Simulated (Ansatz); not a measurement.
The molecule BaBr, multiplicity 2 (the spin of the measured ground state). No spin–orbit coupling. Br is treated without relativity.

The constants come from a fifth-degree fit in 1/R (seven points, main isotopes). Runs in def2 and cc sets follow the lowest solution found near the PBE0 minimum.

Correlated levels freeze the inner cores; with def2 sets outer-core shells near the valence are correlated too.

Run with Ansatz (Gaussian basis) for Hartree–Fock, density functionals and correlated methods.  In def2 rows elements past Kr take small-core potentials, without spin–orbit coupling.

Quantity: ω_e, from seven points a level.

Costs are ratios of core time to PBE/def2-TZVPP (roughly 18 s), for whole runs (searches for the state included, and forces where a run took them) on one shared machine, so rough; each error counts from the measured 193.8 cm⁻¹ [Huber and Herzberg (1979), NIST Chemistry WebBook].

| level | basis functions | cost | error (cm⁻¹) |
|---|---|---|---|
| SVWN5/def2-TZVPP | 88 | ×0.5 | 8 |
| PBE0/def2-TZVPP | 88 | ×1 | 0 |
| PBE/def2-TZVPP | 88 | ×1 | -3 |
| B3LYP/def2-TZVPP | 88 | ×1 | -6 |
| BHLYP/def2-TZVPP | 88 | ×1 | -4 |
| B2PLYP/def2-TZVPP | 88 | ×2 | -4 |
| B97M-V/def2-TZVPP | 88 | ×2 | -4 |
| r2SCAN/def2-TZVPP | 88 | ×3 | -1 |
| wB97X-V/def2-TZVPP | 88 | ×4 | -2 |
| wB97M-V/def2-TZVPP | 88 | ×5 | -4 |
| CCSD(T)/def2-TZVPP | 88 | ×7 | -5 |
| CCSD(T)/def2-QZVPP | 149 | ×20 | -4 |

The cheapest listed level whose error stays within 2 cm⁻¹: PBE0/def2-TZVPP (0 cm⁻¹, cost ×1).

What the step from CCSD(T)/def2-TZVPP to CCSD(T)/def2-QZVPP costs and buys: 88 to 149 functions, cost ×4 (rough); the error goes from -5 to -4 cm⁻¹.

Ansatz is a first-principles code.
